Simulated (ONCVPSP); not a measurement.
**An all-electron radial function and its pseudo partner (Fe (Z = 26))**

Columns: radius, all-electron u(r) and pseudo u(r) of the 3s shell (level -102.54 eV) of iron in the configuration [Ne] 3s2 3p6 3d6 4s1; PBE, scalar-relativistic, ONCV scheme, ONCVPSP 4.0.1.

| r (bohr) | all-electron | pseudo |
| --- | --- | --- |
| 0.072 | 0.0465 | 0.1375 |
| 0.145 | -0.5789 | 0.2813 |
| 0.217 | -0.6027 | 0.4295 |
| 0.290 | -0.2402 | 0.5844 |
| 0.362 | 0.2230 | 0.7361 |
| 0.435 | 0.6421 | 0.8796 |
| 0.507 | 0.9470 | 1.0004 |
| 0.580 | 1.1380 | 1.0922 |
| 0.652 | 1.2257 | 1.1458 |
| 0.725 | 1.2375 | 1.1605 |
| 0.798 | 1.1953 | 1.1374 |
| 0.870 | 1.1201 | 1.0835 |
| 0.942 | 1.0265 | 1.0069 |
| 1.015 | 0.9235 | 0.9149 |
| 1.088 | 0.8198 | 0.8169 |
| 1.160 | 0.7214 | 0.7207 |
| 1.232 | 0.6296 | 0.6294 |
| 1.305 | 0.5447 | 0.5446 |
| 1.378 | 0.4685 | 0.4684 |
| 1.450 | 0.4020 | 0.4019 |
| 1.522 | 0.3436 | 0.3435 |
| 1.595 | 0.2920 | 0.2919 |
| 1.668 | 0.2475 | 0.2474 |
| 1.740 | 0.2097 | 0.2096 |
| 1.812 | 0.1773 | 0.1772 |
| 1.885 | 0.1492 | 0.1492 |

Question: How many radial nodes do the two functions have?

Answer: The all-electron 3s function has n − l − 1 = 2; the pseudo-wave has 0, since the states of the same l below it are removed with the core.

Question: At about which radius was the pseudo-wave matched?

Answer: 1.30 bohr, where the columns begin to agree (steps of 0.07 bohr).

Question: Is the pseudo-wave norm-conserving?

Answer: Yes: the ONCV scheme keeps the norm inside the radius equal to the all-electron one, which fixes the energy derivative of the logarithmic derivative at the level.
